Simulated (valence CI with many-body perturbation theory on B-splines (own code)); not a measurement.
The numbers below are computed, except where a source is named.
**Hyperfine factors and g values of Pt⁴⁷⁺**

Method: valence CI with perturbative core correlation (CI+MBPT): three valence electrons over a frozen Dirac-Fock core [Ar] 3d10, a basis of 11 s, 11 p, 10 d, 8 f, 5 g, 2 h functions for each j, with the one-electron correlation potential Σ1, the two-electron term Σ2, the three-electron term Σ3, Breit, model QED; selected CI, second order for the rest, scaled by the run's own slope (own B-spline code, finite nucleus).

The last digits are not significant, and no measured levels were compared; by estimate large intervals hold to a few tenths of a per cent, small ones and those within an open d or f shell to about a per cent.

A/g_I is the dipole constant over the nuclear g factor μ/I (μ in nuclear magnetons, uniformly magnetised nucleus), B/Q the quadrupole constant per barn. Both hold the static response of the core; the bare values leave it out. Large factors of s and p1/2 electrons are usually good to 5 to 10 %; those of open d and f shells near neutrality can be off by tens of per cent, and small factors of p3/2, d and f electrons come from cancelling terms and can be off by a factor of two or in sign, in half-filled shells by more. B is blank for J = 1/2, where it vanishes, and for nearly pure S terms. Energies count from the lowest level.

Levels are named by their leading jj configuration (3d3/2^4 stands for four electrons in 3d with j = 3/2), which in mixed levels can hold well under half, so a name can repeat and another be missing. Letters in brackets count levels of one name in rising energy.

| Level | E (eV) | g | A/g_I (MHz) | A/g_I bare | B/Q (MHz/b) | B/Q bare |
| --- | --- | --- | --- | --- | --- | --- |
| (4s^2 4p1/2) J=1/2 | 0.00 | 0.658 | 692000 | 672000 |  |  |
| (4s 4p1/2^2) J=1/2 | 107.22 | 2.158 | 2080000 | 2020000 |  |  |
| (4s^2 4p3/2) J=3/2 | 130.10 | 1.328 | 74200 | 71500 | 150000 | 145000 |
| (4s 4p1/2 4p3/2) J=3/2 [a] | 222.77 | 1.651 | 484000 | 469000 | 121000 | 118000 |
| (4s 4p1/2 4p3/2) J=5/2 | 231.94 | 1.352 | 599000 | 581000 | 111000 | 108000 |
| (4s 4p1/2 4p3/2) J=3/2 [b] | 244.75 | 0.985 | 17700 | 17200 | 92500 | 89700 |
| (4s 4p1/2 4p3/2) J=1/2 | 247.17 | 1.249 | -758000 | -735000 |  |  |
| (4s^2 4d3/2) J=3/2 | 305.51 | 0.813 | 27000 | 27300 | 21600 | 21500 |
| (4s^2 4d5/2) J=5/2 | 329.85 | 1.229 | 59400 | 58300 | 16200 | 16200 |
| (4p1/2^2 4p3/2) J=3/2 | 351.92 | 1.322 | 69400 | 67800 | 140000 | 136000 |
| (4s 4p3/2^2) J=5/2 | 360.97 | 1.403 | 448000 | 434000 | 53600 | 52100 |
| (4s 4p3/2^2) J=1/2 | 377.16 | 1.912 | 2120000 | 2050000 |  |  |
| (4s 4p3/2^2) J=3/2 | 380.89 | 1.196 | -328000 | -317000 | -29500 | -28700 |
| (4s 4p1/2 4d3/2) J=3/2 [a] | 389.90 | 0.502 | -190000 | -183000 | 30300 | 29700 |
| (4s 4p1/2 4d3/2) J=5/2 | 397.87 | 1.036 | 557000 | 541000 | 7560 | 7850 |
| (4s 4p1/2 4d3/2) J=1/2 | 411.94 | 0.399 | -863000 | -835000 |  |  |
| (4s 4p1/2 4d3/2) J=3/2 [b] | 413.46 | 1.292 | 545000 | 529000 | 19300 | 18900 |
| (4s 4p1/2 4d5/2) J=5/2 [a] | 426.10 | 1.359 | 200000 | 195000 | 26100 | 25700 |
| (4s 4p1/2 4d5/2) J=7/2 | 432.06 | 1.246 | 403000 | 392000 | 3250 | 3650 |
| (4s 4p1/2 4d5/2) J=5/2 [b] | 438.26 | 1.053 | 16500 | 17000 | 29900 | 29400 |
| (4s 4p1/2 4d5/2) J=3/2 | 439.55 | 1.133 | -440000 | -425000 | 1880 | 2150 |
| (4p1/2 4p3/2^2) J=3/2 | 480.45 | 1.393 | -63800 | -61100 | 23100 | 22500 |
| (4p1/2 4p3/2^2) J=5/2 | 480.93 | 1.162 | 193000 | 187000 | 22500 | 21900 |
| (4p1/2 4p3/2^2) J=1/2 | 488.04 | 0.659 | 681000 | 659000 |  |  |
| (4s^2 4f5/2) J=5/2 | 511.11 | 0.857 | -18300 | -16900 | 22900 | 21600 |
| (4p1/2^2 4d3/2) J=3/2 | 515.28 | 0.774 | 37100 | 36200 | 26300 | 26000 |
| (4s^2 4f7/2) J=7/2 | 519.27 | 1.148 | 40500 | 40000 | 33200 | 31300 |
| (4s 4p3/2 4d3/2) J=3/2 [a] | 529.10 | 1.318 | 294000 | 285000 | -6480 | -6590 |
| (4s 4p3/2 4d3/2) J=1/2 [a] | 529.17 | 2.296 | 1070000 | 1040000 |  |  |
| (4s 4p3/2 4d3/2) J=5/2 [a] | 529.29 | 1.256 | 339000 | 329000 | 37600 | 36400 |
| (4s 4p3/2 4d3/2) J=7/2 | 534.34 | 1.266 | 309000 | 300000 | 110000 | 107000 |
| (4s 4p3/2 4d3/2) J=3/2 [b] | 544.69 | 0.982 | 35900 | 35500 | -82700 | -80100 |
| (4s 4p3/2 4d5/2) J=9/2 | 545.06 | 1.328 | 268000 | 261000 | 182000 | 177000 |
| (4p1/2^2 4d5/2) J=5/2 | 549.14 | 1.192 | 4710 | 6280 | 21800 | 21600 |
| (4s 4p3/2 4d3/2) J=1/2 [b] | 553.45 | 0.585 | 307000 | 299000 |  |  |
| (4s 4p3/2 4d3/2) J=5/2 [b] | 556.28 | 0.948 | -106000 | -102000 | 95400 | 93000 |
| (4s 4p3/2 4d5/2) J=5/2 [a] | 557.50 | 1.351 | 415000 | 403000 | -81700 | -79200 |
| (4s 4p3/2 4d5/2) J=3/2 [a] | 562.98 | 1.167 | -166000 | -159000 | -82700 | -80300 |
| (4s 4p3/2 4d5/2) J=7/2 [a] | 564.57 | 1.196 | 64300 | 62800 | 143000 | 139000 |
| (4s 4p3/2 4d5/2) J=7/2 [b] | 574.57 | 1.214 | 84300 | 82600 | 75000 | 73200 |

Q: Take the isotope of mass number 195, with I = 1/2, μ = 0.6073 μN. What is the hyperfine structure of (4s 4p1/2 4p3/2) J=5/2?

A: From the table A = 728000 MHz. Shifts from the centre of gravity in MHz: F = 2: -1270000, F = 3: 910000.
